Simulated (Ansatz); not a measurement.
Consider the formal exchange of groups at a C–C bond: `CC(C)BO` + `C[O][Hf]([Cl])([N](C)C)[N](C)C` → `CC[O][Hf]([Cl])([N](C)C)[N](C)C` + `CCBO`.

Computed with Ansatz on PBE0-D4/def2-TZVP structures; ΔE is electronic, products minus reactants. CCSD(T)/CBS is the MP2 limit (def2-TZVPP, def2-QZVPP) plus CCSD(T) − MP2 in def2-TZVPP, frozen cores. DFT in def2-TZVPP. HSE06 is defined as in plane-wave codes. def2 core potentials past Kr. For Hf outer-core shells are correlated without core-valence functions, which leaves a few kJ/mol of doubt a bond. One conformer a species, not always the lowest.

(1) Is it downhill or uphill in electronic energy at CCSD(T)/CBS, and by how much? (Best estimate.)

(2) What do these levels give: r2SCAN-D4, HSE06-D4, r2SCANh, BHLYP, MP2/def2-SVP, HF/def2-QZVPP? (Best estimate.)

Largest T1 diagnostic among the species: 0.014.

Answers

(1) Computed: Downhill: ΔE = -18.7 kJ/mol.

(2) Ansatz gave: r2SCAN-D4 -19.8, HSE06-D4 -19.1, r2SCANh -19.0, BHLYP -18.6, MP2/def2-SVP -18.9, HF/def2-QZVPP -18.6 kJ/mol.

Leaving LDA and LC-ωPBE aside and taking each functional with its dispersion term where it has one, the values, not all of them listed here, spread over 3.9 kJ/mol, from B97M-V to revPBE-D4.
